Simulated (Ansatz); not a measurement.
Computed with Ansatz on PBE0-D4/def2-TZVP structures; ΔE is electronic, products minus reactants. CCSD(T)/CBS adds triple-zeta CCSD(T) − MP2 to the extrapolated MP2 energy (def2 sets, frozen cores). Functionals use def2-TZVPP. B3LYP here is the variant with VWN-RPA as its local correlation; programs differ in this. No spin–orbit coupling; open shells (•) take unrestricted orbitals. Each species was taken in one conformer, which may not be the lowest.

Consider the homolysis of the Si–Si bond: `N[SiH2][SiH](N)O` → `N[SiH2]`• + `N[SiH]O`•.

`N[SiH2][SiH](N)O`:

```xyz
13

N    -1.271   -1.539   -0.057
Si   -1.036   -0.079   -0.974
Si    0.852    0.988   -0.059
N     1.645   -0.321    0.703
O     0.519    2.240    0.972
H    -1.472   -1.458    0.928
H    -1.845   -2.265   -0.459
H    -0.777   -0.517   -2.375
H    -2.226    0.829   -1.025
H     1.689    1.671   -1.081
H     2.603   -0.315    1.009
H     1.254   -1.247    0.633
H     0.066    2.012    1.785
```

`N[SiH2]`•:

```xyz
6

N    -0.222    0.817    0.130
Si    0.218   -0.850    0.174
H    -1.164    1.093    0.357
H     0.439    1.519    0.423
H    -0.821   -1.603   -0.590
H     1.549   -0.975   -0.493
```

`N[SiH]O`•:

Cartesian coordinates in Å:
```
N 0.371 -0.853 0.513
Si -0.300 0.038 -0.799
O 0.193 1.609 -0.703
H 1.369 -0.978 0.591
H -0.118 -1.671 0.844
H -1.782 -0.116 -0.630
H 0.268 1.971 0.184
```

What is ΔE at CCSD(T)/CBS? (An estimate is asked.)

The calculation gave: +329.4 kJ/mol.

What do these levels give: PBE-D4, B97M-V, B3LYP-D4, r2SCAN0-D4, BHLYP-D4, PBE-QIDH, r2SCAN, CAM-B3LYP, LC-ωPBE, MP2/def2-SVP, CCSD(T)/def2-SVP, SCS-MP2/def2-TZVPP? (An estimate is asked.)

The calculation gave: PBE-D4 304.2, B97M-V 318.2, B3LYP-D4 306.0, r2SCAN0-D4 299.9, BHLYP-D4 314.0, PBE-QIDH 317.9, r2SCAN 292.9, CAM-B3LYP 301.3, LC-ωPBE 307.3, MP2/def2-SVP 309.9, CCSD(T)/def2-SVP 308.6, SCS-MP2/def2-TZVPP 322.3 kJ/mol.

Largest T1 diagnostic among the species: 0.015.

Leaving LDA and LC-ωPBE aside and taking each functional with its dispersion term where it has one, the values, not all of them listed here, spread over 36.1 kJ/mol, from BLYP-D4 to ωB97X-V. LDA lies +48.3 kJ/mol from PBE without D4, its usual overbinding. The D4 term adds +17.2 kJ/mol with B3LYP and +9.8 kJ/mol with PBE0; it sums over pairs of atoms, weighted by their polarisabilities, and B3LYP, whose exchange is more repulsive, gets the larger term.
